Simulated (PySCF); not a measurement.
Problem. Give a PBE0-D3(BJ)/def2-SVP geometry of `C(=C\Br)/C=C/Cl`.

Solution. 
Z-matrix in Å and degrees, rows numbered from 1:
```
Cl
C   1  1.7172
C   2  1.3415  1  123.33
C   3  1.4473  2  122.34  1   179.97
C   4  1.3411  3  122.62  2  -179.95
Br  5  1.8692  4  123.37  3   179.96
H   2  1.0933  1  113.82  3   179.99
H   3  1.0947  2  119.22  1    -0.01
H   4  1.0950  3  117.95  2     0.03
H   5  1.0927  4  123.02  3    -0.02
```

The 6 heavy atoms lie in one plane (0.001 Å rms). Of the pairs four or more bonds apart, H7···H9 is among the closest relative to their van der Waals radii: 2.50 Å, 104 % of the sum of Bondi's values. The C–C distances run from 1.341 Å (C4=C5, drawn double) to 1.447 Å (C3–C4, drawn single), a spread of 0.106 Å.

Theory: PySCF 2.14.0, PBE0-D3(BJ)/def2-SVP geometry optimisation, gas phase.

Point group: Cs (every atom within 0.08 Å of its image). PBE0-D3(BJ)/def2-SVP frequencies: not computed here. One conformer, not necessarily the lowest (C2–C3–C4–C5 180°).
